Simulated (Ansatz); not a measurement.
Reaction (formal exchange of groups at a Te–Si bond): `O[SiH]([SiH3])[TeH]` + `CCl` → `ClC[TeH]` + `O[SiH2][SiH3]`

Calculated with Ansatz (gas phase, PBE0-D4/def2-TZVP geometries, no zero-point term in ΔE). CBS: MP2 limit from def2 TZ/QZ plus the TZ coupled-cluster correction, frozen cores. This one scheme is used for every species. Functionals use def2-TZVPP. B3LYP here is the variant with VWN-RPA as its local correlation; programs differ in this. def2 core potentials past Kr. For Te outer-core shells are correlated without core-valence functions, which leaves a few kJ/mol of doubt a bond. Each species was taken in one conformer, which may not be the lowest.

(1) Is it downhill or uphill in electronic energy at CCSD(T)/CBS, and by how much? (Best estimate.)

(2) What do these levels give: LDA (SPW92), PBE-D4, revPBE-D4, B3LYP-D4, PBE-QIDH, revPBE, r2SCAN, r2SCANh, HF/def2-SVP, CCSD/def2-SVP, SCS-MP2/def2-QZVPP, HF/CBS(def2)? (Estimate.)

(3) What do rigid-rotor, harmonic-oscillator terms from PBE0-D4/def2-TZVP frequencies (298.15 K, 1 bar) make of the CCSD(T)/CBS value? (Estimate.)

Largest T1 diagnostic among the species: 0.012.

Answers

(1) Ansatz gave: Uphill: ΔE = +122.1 kJ/mol.

(2) Ansatz gave: LDA (SPW92) 127.5, PBE-D4 126.8, revPBE-D4 123.7, B3LYP-D4 122.5, PBE-QIDH 128.4, revPBE 121.9, r2SCAN 127.6, r2SCANh 128.8, HF/def2-SVP 126.4, CCSD/def2-SVP 121.9, SCS-MP2/def2-QZVPP 118.7, HF/CBS(def2) 120.2 kJ/mol.

(3) Computed: ΔZPE = -7.2 kJ/mol, ΔH = +113.6 kJ/mol, ΔS = 11 J/(mol·K), ΔG = +110.2 kJ/mol.

From BLYP to BHLYP (50 % exact exchange), in def2-TZVPP and without D4, ΔE moves by +7.6 kJ/mol. The D4 term adds +4.6 kJ/mol with B3LYP and +2.9 kJ/mol with PBE0; it sums over pairs of atoms, weighted by their polarisabilities, and B3LYP, whose exchange is more repulsive, gets the larger term.
